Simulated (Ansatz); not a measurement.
Born–Oppenheimer molecular dynamics of AlClF₂H₄O₂Zr (11 atoms, charge 0, multiplicity 1). It starts at the highest image of a converged band. Of that band: A vibrational analysis at the climbing image gives 2 clearly imaginary modes (1056i, 49i cm⁻¹): a point of higher order, so a lower path passes nearby.

The calculation used RHF/def2-SVP (Ansatz).

```
ensemble                      : NVE (velocity Verlet)
time step                     : 0.5 fs
steps asked                   : 200
starting velocities drawn for : 300 K
seed                          : 3061
```

First frame:

```xyz
11
Properties=species:S:1:pos:R:3
Zr 0.182 -0.272 -0.322
Cl 0.969 0.322 2.387
F 1.709 0.688 -0.957
O -1.403 0.764 -0.121
H -2.120 1.340 0.076
F -0.218 -1.421 -1.804
O 0.451 -1.886 0.924
Al 0.403 -3.618 0.964
H 1.535 -4.399 0.213
H -0.757 -4.280 1.787
H 0.748 -1.023 1.911
```

(1) How far do the bonds stretch over the last three quarters of this one trajectory? (Pairs bonded in most of those frames.)

Results:

(1) 
| bond | mean (Å) | spread (Å) | shortest | longest |
| --- | --- | --- | --- | --- |
| Zr1–Cl2 | 2.563 | 0.221 | 2.28 | 2.89 |
| Zr1–F3 | 1.911 | 0.016 | 1.89 | 1.94 |
| Zr1–O4 | 1.908 | 0.014 | 1.89 | 1.93 |
| Zr1–F6 | 1.940 | 0.022 | 1.90 | 1.97 |
| Zr1–O7 | 2.347 | 0.131 | 2.15 | 2.60 |
| O4–H5 | 0.942 | 0.012 | 0.92 | 0.96 |
| O7–Al8 | 1.771 | 0.020 | 1.73 | 1.80 |
| O7–H11 | 0.990 | 0.080 | 0.86 | 1.14 |
| Al8–H9 | 1.561 | 0.016 | 1.53 | 1.58 |
| Al8–H10 | 1.568 | 0.012 | 1.55 | 1.59 |

Mean temperature of the second half: 744 K. The conserved energy stayed within 0.78 meV per atom of its start (net change 0.21 meV per atom), so the integration is sound. The kinetic energy rose, since the run started high on the potential surface and went downhill. A run of 0.1 ps of so small a system gives no equilibrium averages. The orbitals stay closed-shell, which can raise the energy where a bond breaks towards radicals; this wasn't checked here.

Time of the run: 8.6 min on 4 threads of Intel(R) Xeon(R) Platinum 8259CL CPU @ 2.50GHz (Skylake/Cascade Lake) (shared host), peak memory 0.46 GiB.
